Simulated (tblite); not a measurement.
Parent: `[CH3:1][CH2:2][NH:3][SiH2:4][CH2:5][CH3:6]` with C1–C2–N3–Si4 84°, C2–N3–Si4–C5 180°, N3–Si4–C5–C6 -175°, C4H13NSi.

The geometries are computed with GFN2-xTB (gas phase). One conformer each, not checked by frequencies here.

```
coordinate of the parent    value
                   C1–C2  1.527 Å
                   C2–N3  1.442 Å
                  N3–Si4  1.717 Å
                  Si4–C5  1.896 Å
                   C5–C6  1.521 Å
                C1–C2–N3   113.3°
               C2–N3–Si4   122.3°
               N3–Si4–C5   106.5°
               Si4–C5–C6   111.5°
```

Task: How does the shared frame change in `[CH2:1]=[C:2]([CH3:3])[C@@H:4]([CH3:5])[SiH2:6][NH:7][CH2:8][CH3:9]` with C1–C2–C4–C5 137°, C2–C4–Si6–N7 51°, C4–Si6–N7–C8 176°, Si6–N7–C8–C9 -147°, C7H17NSi? Atoms pair as C1 = C9, C2 = C8, N3 = N7, Si4 = Si6, C5 = C4, C6 = C5 (parent first).

Result: 
| parent | relative | value in the relative | change |
| --- | --- | --- | --- |
| C1–C2 | C9–C8 | 1.524 Å | -0.003 |
| C2–N3 | C8–N7 | 1.441 Å | -0.001 |
| N3–Si4 | N7–Si6 | 1.707 Å | -0.010 |
| Si4–C5 | Si6–C4 | 1.912 Å | +0.016 |
| C5–C6 | C4–C5 | 1.524 Å | +0.003 |
| C1–C2–N3 | C9–C8–N7 | 111.1° | -2.2 |
| C2–N3–Si4 | C8–N7–Si6 | 124.7° | +2.4 |
| N3–Si4–C5 | N7–Si6–C4 | 105.1° | -1.4 |
| Si4–C5–C6 | Si6–C4–C5 | 110.5° | -1.0 |

Of the parent's bonds, Si4–C5 changes most (+0.016 Å). Bonds of the relative outside the shared frame: C1=C2 1.327, C2–C3 1.499, C2–C4 1.496 Å. Point group C1 → C1.

Task: How does the shared frame change in `[CH3:1][CH2:2][NH:3][SiH2:4][CH:5]([CH3:6])[CH3:7]` with C1–C2–N3–Si4 -81°, C2–N3–Si4–C5 -53°, N3–Si4–C5–C6 -56°, C5H15NSi? Atoms pair as C1 = C1, C2 = C2, N3 = N3, Si4 = Si4, C5 = C5, C6 = C7 (parent first).

Result: 
| parent | relative | value in the relative | change |
| --- | --- | --- | --- |
| C1–C2 | C1–C2 | 1.528 Å | +0.001 |
| C2–N3 | C2–N3 | 1.446 Å | +0.004 |
| N3–Si4 | N3–Si4 | 1.722 Å | +0.005 |
| Si4–C5 | Si4–C5 | 1.908 Å | +0.012 |
| C5–C6 | C5–C7 | 1.526 Å | +0.005 |
| C1–C2–N3 | C1–C2–N3 | 113.3° | 0.0 |
| C2–N3–Si4 | C2–N3–Si4 | 124.2° | +1.9 |
| N3–Si4–C5 | N3–Si4–C5 | 108.1° | +1.6 |
| Si4–C5–C6 | Si4–C5–C7 | 110.6° | -0.9 |

Of the parent's bonds, Si4–C5 changes most (+0.012 Å). Bonds of the relative outside the shared frame: C5–C6 1.526 Å. Point group C1 → C1.
